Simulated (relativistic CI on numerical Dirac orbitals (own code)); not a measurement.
# Ions with 14 electrons, Si to As¹⁹⁺

These numbers are calculated, not measured: Dirac-Coulomb-Breit CI, KLI orbitals optimised for each configuration, a model potential for QED, unscaled Slater integrals (own radial code, finite nucleus).

Configuration list (outside the closed core [Ne]): 3s2.3p2, 3s.3p3, 3s2.3p.3d, 3p4, 3s.3p2.3d, 3s2.3d2, 3s.3d3, 3p2.3d2, 3p.3d3. Double excitations out of closed p, d and f shells are left out; levels of such configurations are missing from the list, as are those of other unlisted configurations, and high levels can miss mixing partners.

Energies above each ion's lowest level, in cm⁻¹. Levels are followed by their leading LS label, which can pass from one level to another where the coupling changes.

| Ion | 3s2.3p2 3P_0 | 3s2.3p2 3P_1 | 3s2.3p2 3P_2 | 3s2.3p2 1D_2 | 3s2.3p2 1S_0 |
| --- | --- | --- | --- | --- | --- |
| Si | 0.0 | 70.4 | 204.8 | 8488.0 | 15397.6 |
| P⁺ | 0.0 | 155.2 | 445.4 | 11270.7 | 24089.0 |
| S²⁺ | 0.0 | 285.1 | 804.1 | 13799.2 | 30342.9 |
| Cl³⁺ | 0.0 | 473.9 | 1308.4 | 16308.0 | 35990.8 |
| Ar⁴⁺ | 0.0 | 738.0 | 1989.4 | 18890.7 | 41498.1 |
| K⁵⁺ | 0.0 | 1098.3 | 2881.9 | 21610.4 | 47039.5 |
| Ca⁶⁺ | 0.0 | 1579.6 | 4024.1 | 24527.3 | 52724.7 |
| Sc⁷⁺ | 0.0 | 2211.9 | 5456.9 | 27706.3 | 58646.6 |
| Ti⁸⁺ | 0.0 | 3030.8 | 7224.0 | 31221.0 | 64896.1 |
| V⁹⁺ | 0.0 | 4077.6 | 9371.1 | 35156.2 | 71569.8 |
| Cr¹⁰⁺ | 0.0 | 5399.8 | 11944.7 | 39610.2 | 78772.0 |
| Mn¹¹⁺ | 0.0 | 7051.2 | 14991.9 | 44695.5 | 86617.4 |
| Fe¹²⁺ | 0.0 | 9091.8 | 18559.7 | 50539.6 | 95231.0 |
| Co¹³⁺ | 0.0 | 11587.1 | 22695.2 | 57284.4 | 104748.2 |
| Ni¹⁴⁺ | 0.0 | 14608.2 | 27446.5 | 65084.4 | 115313.9 |
| Cu¹⁵⁺ | 0.0 | 18230.8 | 32863.7 | 74104.7 | 127082.4 |
| Zn¹⁶⁺ | 0.0 | 22534.6 | 39001.2 | 84517.8 | 140215.2 |
| Ga¹⁷⁺ | 0.0 | 27603.1 | 45919.0 | 96500.9 | 154880.7 |
| Ge¹⁸⁺ | 0.0 | 33522.8 | 53684.1 | 110234.3 | 171253.4 |
| As¹⁹⁺ | 0.0 | 40383.1 | 62370.9 | 125899.7 | 189512.9 |

The lowest level keeps the configuration 3s2.3p2 and J = 0 throughout.

Between Z = 30 and 33 the energy of 3s2.3p2 3P_1 follows a local power law Z^6.1. For orientation: electrostatic splittings inside a shell grow about linearly with the screened charge, excitations that change n as its square, and fine structure as its fourth power; written in Z itself the exponents are larger, since the screened charge grows faster in proportion.

The members near neutrality are the least accurate: they can be off by several eV, miss lower levels of configurations outside the list, or start from a wrong lowest level.
